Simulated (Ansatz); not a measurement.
`CB(F)[SeH]` + `O[SiH3]` → `CB(F)O[SiH3]` + H₂Se at 400 K and 1 bar (ligand exchange at a B–Se bond).

Computed with Ansatz on PBE0-D4/def2-TZVP structures; ΔE is electronic, products minus reactants. CCSD(T)/CBS adds triple-zeta CCSD(T) − MP2 to the extrapolated MP2 energy (def2 sets, frozen cores). For Se outer-core shells are correlated without core-valence functions, which leaves a few kJ/mol of doubt a bond. Scalar relativity is left out up to krypton. Each species was taken in one conformer, which may not be the lowest.

```
       species  CCSD(T)/CBS energy (Eh)  H − E (kJ/mol)  S (J/(mol·K))
  `CB(F)[SeH]`              -2565.84504           162.9          352.6
     `O[SiH3]`               -366.69042           120.0          276.4
`CB(F)O[SiH3]`               -530.66692           227.8          398.8
          H₂Se              -2401.89790            49.4          229.5
```

H − E and S are ideal-gas, rigid-rotor, harmonic terms from PBE0-D4/def2-TZVP, for one conformer and one mirror image of each species. 1 Eh = 2625.50 kJ/mol, R = 8.31446 J/(mol·K).

Q: By hand: ΔE, ΔH, ΔS and ΔG.

A: ΔE = (-530.66692) + (-2401.89790) − (-2565.84504) − (-366.69042) = -0.02936 Eh = -77.1 kJ/mol. Δ(H − E) = 227.8 + 49.4 − 162.9 − 120.0 = -5.7, so ΔH = -82.8 kJ/mol. ΔS = 398.8 + 229.5 − 352.6 − 276.4 = -0.7 J/(mol·K). ΔG = -82.8 − 400 × (-0.7)/1000 = -82.5 kJ/mol.

Q: By hand: the equilibrium constant, and the temperature at which ΔG would vanish if ΔH and ΔS stayed fixed.

A: log₁₀ K = −ΔG/(RT ln 10) = 10.8. ΔG = 0 at ΔH/ΔS = 118286 K, far beyond where these terms or the molecules hold.

The number of gas molecules stays the same, so ΔS is small and ΔH decides. A doubt of 5 kJ/mol in ΔE shifts log₁₀ K by 0.7 here. Other conformers and mirror images would add mixing entropy, several J/(mol·K) or more a flexible species. Modes under 60 cm⁻¹, often nearly free rotors, make the harmonic entropy too high. These are equilibria of isolated gas molecules and say nothing of rates. Largest T1 diagnostic: 0.012 (customary marks: 0.02 for closed shells, 0.045 for open ones).
